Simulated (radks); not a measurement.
Values are calculated unless marked as measured or tabulated.
Task: All-electron atom: Ni4+ in [Ar] 3d6. Code: a radial shooting solver on a logarithmic mesh with Libxc functionals. Model: scalar-relativistic Kohn-Sham, PBEsol, spin-polarised, spherical densities, point nucleus; open shells are filled with parallel spins first. Some entries of the table are withheld. Estimate them.

orbital,occ.,eigenvalue (Ry),<1/r> (bohr^-1),<r> (bohr)
1s up,1,-607.6808,28.07,0.05413
1s down,1,-607.6806,28.07,0.05412
2s up,1,-76.91932,6.060,0.2453
2s down,1,-76.71790,6.071,0.2449
2p up,3,-66.84386,5.949,0.2156
2p down,3,-66.69160,5.959,0.2152
3s up,1,-12.84964,1.951,0.7279
3s down,1,-12.46333,1.940,0.7310
3p up,3,-9.90731,1.818,0.7559
3p down,3,-9.52704,1.805,0.7608
3d up,5,(1),1.534,(2)
3d down,1,(3),1.508,(4)
4s up,0,(5),0.6885,1.942
4s down,0,(6),0.6716,1.980
4p up,0,-2.76949,0.6096,2.175
4p down,0,-2.66091,0.5933,2.225

Result: 
(1) 3d up eigenvalue (Ry): -5.17951
(2) 3d up <r> (bohr): 0.8318
(3) 3d down eigenvalue (Ry): -4.80622
(4) 3d down <r> (bohr): 0.8518
(5) 4s up eigenvalue (Ry): -3.46045
(6) 4s down eigenvalue (Ry): -3.32992
